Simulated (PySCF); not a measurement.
Run record: geometry optimisation, `[Cl][Mo-3]([Cl])([Cl])([Cl])([Cl])[Cl]` ([MoCl6]3-) [quartet].

Method: PBE0-D3(BJ)/def2-SVP geometry optimisation, gas phase, def2 core potentials past Kr (PySCF 2.14.0). Start geometry: GFN2-xTB. A driver script takes a list of jobs; this job's settings line and coordinates (Å) are shown.

Input:
```
{"job": {"xc": "PBE0", "basis": "def2-SVP", "d3": "d3bj", "grid": 1, "maxiter": 40, "kind": "geom"}, "charge": -3, "multiplicity": 4}
Mo    -0.000100     0.000050     0.000080
Cl    -0.015080    -0.002070     2.484850
Cl     0.037720     0.024320    -2.483990
Cl     2.485110     0.000790     0.018550
Cl    -2.484440    -0.022750    -0.030320
Cl    -0.026210     2.484480     0.018160
Cl     0.003000    -2.484820    -0.007320
```

Output:
```
step   0  E = -2827.76361627  max force = 0.008046
step   1  E = -2827.76552235  max force = 0.000325
step   2  E = -2827.76552125  max force = 0.000341
optimisation converged
```

Energies in Eh; «max force» is the largest Cartesian gradient component in Eh/bohr.

Question: Give the first gradient maximum in eV/Å.

Answer: With 1 Eh/bohr = 51.422 eV/Å, 0.414 eV/Å.

Question: How much energy does the optimisation release, in kJ/mol?

Answer: E(step 0) − E(last step) = 0.001905 Eh, which is 5.0 kJ/mol.

In short: final energy -2827.76552 Eh after 2 steps.

Question: Where do the atoms end?

Answer: 0.043 Å rms from the input after alignment:
```
atom  x, y, z in Å
Mo1    0.0011    0.0005   -0.0007
Cl2   -0.0241   -0.0054    2.5298
Cl3    0.0341    0.0185   -2.5310
Cl4    2.5317    0.0014    0.0236
Cl5   -2.5293   -0.0156   -0.0287
Cl6   -0.0270    2.5308    0.0198
Cl7    0.0135   -2.5301   -0.0129
```

The ion is multiply charged and computed in the gas phase, without counter-ions or solvent; whether it holds all its electrons wasn't checked.

Question: Estimate the wall time. Hardware: Arm Neoverse V2, one thread, no GPU (shared host).

Answer: About 56 s.
Labels such as C1 count atoms from 1, the log's own numbers from 0.

Caution for open-shell metal species: one SCF solution and one stationary point were followed, and a lower state or a bent or distorted shape isn't ruled out.
